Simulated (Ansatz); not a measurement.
C₂H₅BF₂O, SMILES `CCOB(F)F`. The species carries charge 0 and has multiplicity 1.

Z-matrix (Å, degrees):
```
C
C 1 1.509
H 1 1.092 2 110.7
H 1 1.092 2 111.0 3 -120.6
H 1 1.092 2 110.0 3 119.8
O 2 1.426 1 110.9 3 56.6
H 2 1.093 1 110.9 3 179.0
H 2 1.092 1 110.9 3 -60.8
B 6 1.338 2 121.9 1 93.1
F 9 1.329 6 122.9 2 1.4
F 9 1.321 6 119.5 2 -178.7
```

Q: List the harmonic frequencies (cm⁻¹, unscaled) at PBE0-D4/def2-TZVP in Ansatz. (Estimate.)

A: Computed: 33, 109, 200, 281, 390, 473, 532, 684, 794, 824, 949, 1109, 1139, 1192, 1324, 1384, 1413, 1427, 1479, 1489, 1495, 1542, 3055, 3066, 3110, 3135, 3144.

Q: Is this a minimum?

A: Yes, all 27 modes are real.

Q: Give the ideal-gas thermochemistry at 298.15 K and 1 bar (rigid rotor, harmonic oscillator; point group C1, symmetry number 1).

A: Zero-point energy 214.0 kJ/mol; H(298) − E = 233.8 kJ/mol; entropy 344.7 J/(mol·K), of which translation 165.5, rotation 112.1, vibration 67.0; G(298) − E = 131.1 kJ/mol. Modes under 100 cm⁻¹ are hindered rotations or soft bends, so the harmonic entropy is rough.
